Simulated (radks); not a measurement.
The antimony anion Sb3-, [Xe], held by a Watson sphere: a shell of charge +3 at radius R that stands for the Madelung well of a crystal (potential energy -3/R inside, -3/r outside, in hartree with lengths in bohr). All-electron calculation, scalar-relativistic Kohn-Sham, LDA (Slater exchange, VWN5 correlation), spin-polarised, spherical densities, point nucleus. Program: a radial shooting solver on a logarithmic mesh with Libxc functionals. Response by self-consistent Sternheimer equations with the Hartree and adiabatic LDA kernel, the relativistic mass of each level held fixed and spin-orbit coupling left out. The sphere does not respond.

R (bohr)  e(4d) (eV)  e(5s) (eV)  e(5p) (eV)  <r> 5p (bohr)  sum of <r^2> (bohr^2)  X-ray form factor at sin(theta)/lambda = 0.1 1/angstrom  alpha (bohr^3)
2.88         -32.299     -14.099      -6.613          2.903                  91.33                                                   48.653           60.52
3.76         -31.075     -12.119      -5.237          3.249                  107.7                                                   48.135           104.4
4.04         -30.836     -11.652      -4.846          3.356                  113.2                                                   47.997           124.2
4.66         -30.418     -10.838      -4.088          3.586                  125.7                                                   47.741           181.5
5.09         -30.192     -10.416      -3.647          3.741                  134.8                                                   47.601           234.3
5.4          -30.054     -10.168      -3.369          3.850                  141.7                                                   47.517           280.4
5.51         -30.009     -10.090      -3.277          3.889                  144.2                                                   47.490           298.6
